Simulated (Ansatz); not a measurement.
Which isomer of CH7SiSn gives these data?

These gas-phase data were calculated for one isomer of CH7SiSn at PBE0-D3(BJ)/def2-SVP (harmonic, unscaled wavenumbers; equilibrium rotational constants with average atomic masses):

- rotational constants: 16, 1.586, 1.517 GHz
- all wavenumbers above 1500 cm⁻¹: 3165, 3090, 2230, 2228, 2208, 1873, 1842

Candidates:

(1) `C[SiH2][SnH2]`, a doublet
(2) `[SiH3][CH2][SnH2]`, a doublet
(3) `[CH3][SnH][SiH3]`, a doublet

Problem. Which candidate do the data belong to?

Solution. Candidate (2). 3 modes lie between 2000 and 2380 cm⁻¹, one for each Si–H bond, while (1) has 2. 2 modes lie between 1650 and 2000 cm⁻¹, one for each Sn–H bond, while (3) has 1.

The same quantities for all candidates:

```tsv
	rotational constants (GHz)	wavenumbers above 1500 cm⁻¹	E above the lowest, PBE0-D3(BJ)/def2-SVP (kcal/mol)
(1)	12.82, 1.664, 1.549	3176, 3165, 3059, 2222, 2215, 1876, 1854	0.0
(2)	16, 1.586, 1.517	3165, 3090, 2230, 2228, 2208, 1873, 1842	13.8
(3)	8.274, 2.34, 1.914	3200, 3185, 3069, 2234, 2225, 2202, 1847	5.1
```

Harmonic stretches to hydrogen usually lie a few per cent above observed fundamentals. Each candidate is one conformer. Open shells are spin-unrestricted. Atoms past krypton carry core potentials. Programs: Ansatz 0.2.0.
